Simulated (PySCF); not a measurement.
Compound: C3H5ClOSi.
Bonds: C1–C2, C2–C3 (double), C3–Cl4, C3–O5, O5–Si6, C2–Si6. Hydrogens: H7, H8, H9 on C1; H10, H11 on Si6.

Method: PySCF 2.14.0, PBE0-D3(BJ)/def2-SVP geometry optimisation, gas phase.

Q: What internal coordinates does the optimisation give?

A: 
```json
{"bond": "C1–C2", "length (bohr)": "2.802", "order": "single"}
{"bond": "C2=C3", "length (bohr)": "2.559", "order": "double"}
{"bond": "C3–Cl4", "length (bohr)": "3.240", "order": "single"}
{"bond": "C3–O5", "length (bohr)": "2.569", "order": "single"}
{"bond": "O5–Si6", "length (bohr)": "3.312", "order": "single"}
{"bond": "C2–Si6", "length (bohr)": "3.488", "order": "single"}
{"bond": "C1–H7, C1–H8, C1–H9", "length (bohr)": "2.082", "order": "single"}
{"bond": "Si6–H10, Si6–H11", "length (bohr)": "2.811", "order": "single"}
```

Bonds in one row agree within 0.02 bohr and their mean is given. Orders are formal, as drawn. A selection of angles:
```json
{"angle": "C2–C1–H7", "degrees": "111.9"}
{"angle": "C2–C1–H9", "degrees": "110.3"}
{"angle": "H7–C1–H8", "degrees": "107.1"}
{"angle": "C1–C2–C3", "degrees": "131.1"}
{"angle": "C1–C2–Si6", "degrees": "146.3"}
{"angle": "C3–C2–Si6", "degrees": "82.6"}
{"angle": "C2–C3–Cl4", "degrees": "129.7"}
{"angle": "C2–C3–O5", "degrees": "113.3"}
{"angle": "Cl4–C3–O5", "degrees": "117.0"}
{"angle": "C3–O5–Si6", "degrees": "86.1"}
{"angle": "O5–Si6–H10", "degrees": "111.4"}
{"angle": "C2–Si6–O5", "degrees": "78.0"}
{"angle": "C2–Si6–H10", "degrees": "120.6"}
{"angle": "C2–Si6–H11", "degrees": "120.3"}
{"angle": "H10–Si6–H11", "degrees": "110.6"}
```

Torsions: C1–C2–C3–Cl4 -1° (synperiplanar); C2–C3–O5–Si6 0° (synperiplanar); C3–O5–Si6–C2 0° (synperiplanar); C1–C2–Si6–O5 -179° (antiperiplanar).

The 2 C–C bonds span 1.354 Å (C2=C3, drawn double) to 1.483 Å (C1–C2, drawn single), a spread of 0.129 Å. O5 (silyl ether oxygen) is bent (angle 86.1°). Si6 (oxygen-bound silicon) has angles from 78.0° to 120.6°. The 6 heavy atoms lie in one plane (0.006 Å rms). Of the pairs four or more bonds apart, Cl4···H9 is among the closest relative to their van der Waals radii: 3.00 Å, 102 % of the sum of Bondi's values. The 4-membered ring C2–C3–O5–Si6 has internal angles of 78.0° to 113.3°; it is planar, 0.00 Å rms from its mean plane, widest ring torsion 0°.

Whether it is a minimum is left open (no frequencies).
